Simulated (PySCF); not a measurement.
# Ionisation energy of Zr⁺ by level of theory

Zr⁺ [Kr] 4d2 5s1 (4F) → Zr²⁺ [Kr] 4d2 (3F), as a difference of total energies. All numbers are calculated (PySCF 2.14, a scalar-relativistic core potential, in aug-cc-pVTZ-PP with one added diffuse shell each of s, p, d, f, g type with ECP28MDF (7s7p6d4f3g, 113 functions)). Correlated levels: valence: 4s2 4p6 frozen. The calculations carry no spin-orbit coupling.

```
           method  ionisation energy (eV)
              UHF                  12.275
              LDA                  13.671
              PBE                  13.428
             PBE0                  13.202
           r2SCAN                  13.317
             BP86                  13.509
            wB97X                  12.594
             MN15                  13.043
    MP2 (valence)                  12.507
SCS-MP2 (valence)                  12.352
```

Task: How much does correlation contribute at MP2 (valence)?

Result: 12.507 − (12.275) = 0.232 eV, measured against UHF.

The reference lies between the lowest fine-structure levels, while these numbers refer to the centres of the terms.

Errors of the correlated levels include the incompleteness of this basis and the frozen core.

For comparison: 13.13 eV (measured; NIST Atomic Spectra Database, ionization energies).
